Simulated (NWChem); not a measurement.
System: SnNH2Cl2F; SMILES [NH2][Sn]([F])([Cl])[Cl]

Parts of the log:

```
             Northwest Computational Chemistry Package (NWChem) 7.3.0
             --------------------------------------------------------

                             Geometry "geometry" -> ""
                             -------------------------

 Output coordinates in angstroms (scale by  1.889725989 to convert to a.u.)

  No.       Tag          Charge          X              Y              Z
 ---- ---------------- ---------- -------------- -------------- --------------
    1 N                    7.0000     1.58823600    -0.00217600     1.48442400
    2 Sn                  50.0000     0.27107700    -0.00083700    -0.02997200
    3 F                    9.0000     1.10060500    -0.00284000    -1.77378500
    4 Cl                  17.0000    -1.03481300    -1.91344600     0.04103500
    5 Cl                  17.0000    -1.02895200     1.91584400     0.03989900
    6 H                    1.0000     2.18313500    -0.83007800     1.47496900
    7 H                    1.0000     2.18299500     0.82581200     1.47613600

 Effective nuclear repulsion energy (a.u.)     776.8999217316

                                 NWChem DFT Module
                                 -----------------

 Summary of "ao basis" -> "ao basis" (spherical)
 ------------------------------------------------------------------------------
       Tag                 Description            Shells   Functions and Types
 ---------------- ------------------------------  ------  ---------------------
 N                          def2-svp                 6       14   3s2p1d
 Sn                         def2-svp                10       26   4s4p2d
 F                          def2-svp                 6       14   3s2p1d
 Cl                         def2-svp                 8       18   4s3p1d
 H                          def2-svp                 3        5   2s1p

            General Information
            -------------------
          SCF calculation type: DFT
          Wavefunction type:  closed shell.
          No. of atoms     :     7
          No. of electrons :    74
           Alpha electrons :    37
            Beta electrons :    37
          Charge           :     0
          Spin multiplicity:     1
          Use of symmetry is: off; symmetry adaption is: off
          Maximum number of iterations: 150
          AO basis - number of functions:   100
                     number of shells:    44
          Convergence on energy requested:  1.00D-06
          Convergence on density requested:  1.00D-05
          Convergence on gradient requested:  5.00D-04

              XC Information
              --------------
                         B3LYP Method XC Potential
                     Hartree-Fock (Exact) Exchange  0.200
                        Slater Exchange Functional  0.800 local
                    Becke 1988 Exchange Functional  0.720 non-local
              Lee-Yang-Parr Correlation Functional  0.810
                  VWN I RPA Correlation Functional  0.190 local

             Grid Information
             ----------------
          Grid used for XC integration:  medium
          Radial quadrature: Mura-Knowles
          Angular quadrature: Lebedev.
          Tag              B.-S. Rad. Rad. Pts. Rad. Cut. Ang. Pts.
          ---              ---------- --------- --------- ---------
          N                   0.65       49           9.0       434
          Sn                  1.45      123           9.0       590
          F                   0.50       49          10.0       434
          Cl                  1.00       88          11.0       590
          H                   0.35       45          11.0       434
          Grid pruning is: on
          Number of quadrature shells:   487
          Spatial weights used:  Erf1

      Superposition of Atomic Density Guess
      -------------------------------------

 Sum of atomic energies:       -1322.27803238

      Non-variational initial energy
      ------------------------------

 Total energy =   -1287.257743
 1-e energy   =   -2712.216021
 2-e energy   =     997.745198
 HOMO         =      -0.366010
 LUMO         =      -0.069818

   convergence    iter        energy       DeltaE   RMS-Dens  Diis-err
 ---------------- ----- ----------------- --------- --------- ---------
 d= 0,ls=0.0,diis     1  -1290.1706958125 -1.72D+03  2.17D-02  9.89D-01
 d= 0,ls=0.0,diis     2  -1290.0051259734  1.66D-01  1.19D-02  2.92D+00
 d= 0,ls=0.0,diis     3  -1290.2871007920 -2.82D-01  3.00D-03  7.77D-02
 d= 0,ls=0.0,diis     4  -1290.2910701144 -3.97D-03  1.38D-03  3.36D-02
 d= 0,ls=0.0,diis     5  -1290.2948910368 -3.82D-03  2.83D-04  9.79D-04
  Resetting Diis
 d= 0,ls=0.0,diis     6  -1290.2949869281 -9.59D-05  1.05D-04  1.73D-04
 d= 0,ls=0.0,diis     7  -1290.2950082732 -2.13D-05  3.09D-05  2.72D-06
 d= 0,ls=0.0,diis     8  -1290.2950080453  2.28D-07  1.81D-05  4.63D-06
 d= 0,ls=0.0,diis     9  -1290.2950086013 -5.56D-07  2.48D-06  1.68D-07

         Total DFT energy =    -1290.295008601288
      One electron energy =    -2713.912261091928
           Coulomb energy =     1089.316170590652
    Exchange-Corr. energy =      -92.911998249715
 Nuclear repulsion energy =      427.213080149702

 Numeric. integr. density =       74.000000929426

                       DFT Final Molecular Orbital Analysis
                       ------------------------------------

[...]

 DFT Linear Response polarizability / au
 Frequency  =       0.0773000 / au
 Wavelength =     589.4353558 / nm
              X              Y              Z
 -----------------------------------------------
 X      56.5778929      0.0162043      5.5110750
 Y       0.0162045     66.7307566     -0.0122401
 Z       5.5110745     -0.0122398     47.4101654
 -----------------------------------------------
 Eigenvalues =      59.1622636     66.7307832     44.8257682
 Isotropic   =      56.9062717
 Anisotropic =      19.2697597
 -----------------------------------------------

 Magnetic Dipole Response Matrix (nonzero elements):
```

Level: B3LYP/def2-SVP with def2 effective core potentials on Sn. The geometry was optimised at PBE0/def2-SVP. B3LYP is NWChem's, with the RPA form of VWN correlation. def2 effective core potentials on Sn; no spin-orbit coupling.

Problem. Which NWChem input produces such a log?

Solution. This is not unique; one that fits is the input that was run:
```
start job
memory heap 200 mb stack 900 mb global 1100 mb
geometry units angstroms noautosym nocenter noautoz
  N      1.588236    -0.002176     1.484424
  Sn     0.271077    -0.000837    -0.029972
  F      1.100605    -0.002840    -1.773785
  Cl    -1.034813    -1.913446     0.041035
  Cl    -1.028952     1.915844     0.039899
  H      2.183135    -0.830078     1.474969
  H      2.182995     0.825812     1.476136
end
basis spherical
  * library def2-svp
end
ecp
  Sn library def2-ecp
end
dft
  xc b3lyp
  iterations 150
end
property
  response 1 0.0773
end
task dft property
```
